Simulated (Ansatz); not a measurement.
Basis sets compared for Zn₈H₂₆S₈. Total charge 0; singlet. Geometry PBE-D4/def2-SVP, loosely relaxed. Ansatz on 2 threads of AMD EPYC 7R13 on a shared host and a share (18 GiB) of an NVIDIA H100 80GB HBM3; times are rough, and most runs start from earlier orbitals.

```csv
atom,x (Å),y (Å),z (Å)
S1,-0.139,-1.571,-3.523
Zn2,2.066,-2.361,-4.046
S3,3.540,-0.448,-3.751
S4,-2.915,-0.888,-1.311
Zn5,0.334,0.728,-2.955
S6,1.474,0.003,-0.966
Zn7,3.120,-0.919,1.000
S8,-0.922,-1.695,1.437
Zn9,-1.948,1.338,-1.430
S10,-0.978,1.908,0.673
Zn11,1.610,1.956,0.570
S12,1.790,0.533,2.524
Zn13,1.207,-2.418,2.345
Zn14,-3.233,2.876,0.316
S15,-2.281,1.679,3.703
Zn16,0.156,0.520,4.862
H17,-0.637,-1.527,-4.792
H18,-1.971,-1.461,-2.152
H19,2.478,-3.287,-2.078
H20,2.432,-3.647,-4.847
H21,3.834,-0.354,-5.082
H22,2.418,0.555,-3.836
H23,-4.345,0.825,0.806
H24,-2.224,-1.303,-0.137
H25,1.469,1.389,-3.916
H26,0.444,-0.602,-0.293
H27,4.602,-0.577,0.665
H28,-1.391,-1.304,2.676
H29,2.295,-2.598,-1.762
H30,-3.366,2.326,-1.307
H31,-1.112,1.619,-2.830
H32,-1.115,0.581,1.089
H33,2.225,3.325,0.154
H34,0.617,-0.088,2.127
H35,2.201,-2.336,0.960
H36,1.412,-3.123,3.715
H37,-4.015,0.979,1.493
H38,-3.929,3.933,1.208
H39,-2.894,1.553,4.918
H40,-2.521,3.023,3.652
H41,0.815,1.649,5.725
H42,-0.606,-0.790,4.392
```

Single mean-field runs in def2-SVP, def2-TZVP are fitted with def2-universal-jkfit. The geometry of the charge 0 singlet is only loosely relaxed. In the singlet geometry the species has come apart into loosely held pieces. In the singlet, H23 and H37 lie 0.78 Å apart, H19 and H29 lie 0.78 Å apart, H22 and H25 lie 1.27 Å apart (atoms count from 1), so H2 has formed as a molecule.

Binding counts from free atoms (S triplet, Zn singlet, H doublet) in the same basis, without a counterpoise term.

```tsv
level	functions	energy (Eh)	HOMO (eV)	LUMO (eV)	binding per atom (eV)	wall time
PBE-D4/def2-SVP (with forces)	522	-17429.7916	-5.74	-1.89	2.33	6.5 s
PBE0-D4/def2-SVP	522	-17430.3102	-6.89	-1.06	2.30	5.5 s
```

**Question.** Estimate the rows for PBE-D4/def2-TZVP, PBE0-D4/def2-TZVP.

**Answer.** 
```
            level  functions  energy (Eh)  HOMO (eV)  LUMO (eV)  binding per atom (eV)  wall time
 PBE-D4/def2-TZVP        836  -17433.0285      -6.06      -2.33                   2.26        7 s
PBE0-D4/def2-TZVP        836  -17433.4487      -7.16      -1.54                   2.25       12 s
```
